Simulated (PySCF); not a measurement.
**How methods differ on the fine-structure interval of Cd³⁵⁺**

Cd³⁵⁺ [Ne] 3s2 3p1 [3p1/2^1, M_J = 1/2] → Cd³⁵⁺ [Ne] 3s2 3p1 [3p3/2^1, M_J = 3/2], as a difference of total energies. Computed with PySCF 2.14 in an even-tempered Gaussian basis (19 s from 6.6 bohr⁻², ratio 2.4; 13 p from 8.6 bohr⁻², ratio 2.4; 4 d from 30 bohr⁻², ratio 2.6; 4 f from 44 bohr⁻², ratio 2.6), with the two-component X2C-1e Hamiltonian. Correlated levels: 1s2 frozen; the 50 highest virtual spinors dropped. "Screened" scales the spin-orbit matrix elements by Boettger's factors to mimic the two-electron term; Breit and QED terms are absent.

| method | fine-structure interval (cm⁻¹) |
| --- | --- |
| GHF (screened spin-orbit) | 395670 |
| GMP2 (screened spin-orbit) | 393230 |
| GHF (bare spin-orbit) | 413510 |
